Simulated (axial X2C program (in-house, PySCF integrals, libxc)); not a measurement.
**RbN⁻: cheaper levels and CCSD(T), 2c**

Computed with an in-house relativistic program for diatomic molecules. Two-component (2c) means X2C with spin–orbit coupling and atomic mean-field two-electron Coulomb and Gaunt terms. Basis: Rb dyall-acv3z [13s14p9d4f1g], N dyall-av3z [7s7p3d2f] (cores contracted in-house); Gaussian nuclei, density fitting, unrestricted open shells. Masses: Rb 84.912 u, N 14.003 u.

State: Ω = 3/2 (⟨Sz⟩ = 1.50, ⟨Lz⟩ = 0.00 at HF); fragments Rb- + N.

| level | Re (Å) | ωe (cm⁻¹) | De (eV) |
| --- | --- | --- | --- |
| PBE0 | 2.755 | 231.3 | 1.05 |
| HF | 2.812 | 231.6 | -0.247 |
| MP2 | 2.768 | 243.9 | 0.729 |
| CCSD | 2.789 | 232.7 | 0.623 |
| BP86 | 2.799 | 210.5 | 1.36 |

Correlated methods: 15 electrons correlated (number of frozen shells: Rb 3 s, 2 p, 1 d; N 1 s), 279 virtual spin orbitals or spinors in MP2, 90 natural virtuals in coupled cluster.

CCSD(T), same Hamiltonian and basis:

Re = 2.790 Å, ωe = 229.9 cm⁻¹, De = 0.66 eV; T1 = 0.012 (Lee–Taylor normalisation).

**Question.** Give the differences from CCSD(T) in the columns below.

**Answer.** 

```json
{"level": "PBE0", "ΔRe (Å)": "-0.035", "Δωe (cm⁻¹)": "1.4", "ΔDe (eV)": "0.39"}
{"level": "HF", "ΔRe (Å)": "0.022", "Δωe (cm⁻¹)": "1.7", "ΔDe (eV)": "-0.91"}
{"level": "MP2", "ΔRe (Å)": "-0.022", "Δωe (cm⁻¹)": "14.0", "ΔDe (eV)": "0.07"}
{"level": "CCSD", "ΔRe (Å)": "-0.001", "Δωe (cm⁻¹)": "2.8", "ΔDe (eV)": "-0.04"}
{"level": "BP86", "ΔRe (Å)": "0.009", "Δωe (cm⁻¹)": "-19.4", "ΔDe (eV)": "0.70"}
```

Occupations by symmetry block were frozen at the best pattern of an incomplete PBE0 search. De is counted from the lowest determinant-based energies of the atoms at the same level, without counterpoise correction. Density functionals use the spin component along the axis (collinear). CCSD and (T) use frozen natural virtuals with an MP2 correction for the truncation; (T) itself is uncorrected, so its De runs slightly low. Other states lie close and PBE0, whose exact exchange favours high spin, may order them wrongly; the determinant shown need not be the ground state. The nearest other spin-free determinant of the search, M_S = 1/2, Λ = 0, lies 0.04 eV up at the distance of the search. With several unpaired electrons one determinant need not be a pure state. A state of lower Ω lies just above, and one determinant can place such states too high, so the state shown need not be the lowest. The search has Ω = 1/2 only 0.04 eV up. The highest occupied level of some functionals is positive through self-interaction error; at Hartree–Fock it is bound. This is the top spin component of a Σ state; components of lower Ω are not single determinants and can lie lower. Hartree–Fock gets electron affinities wrong, so its lowest charge split need not be the true one.
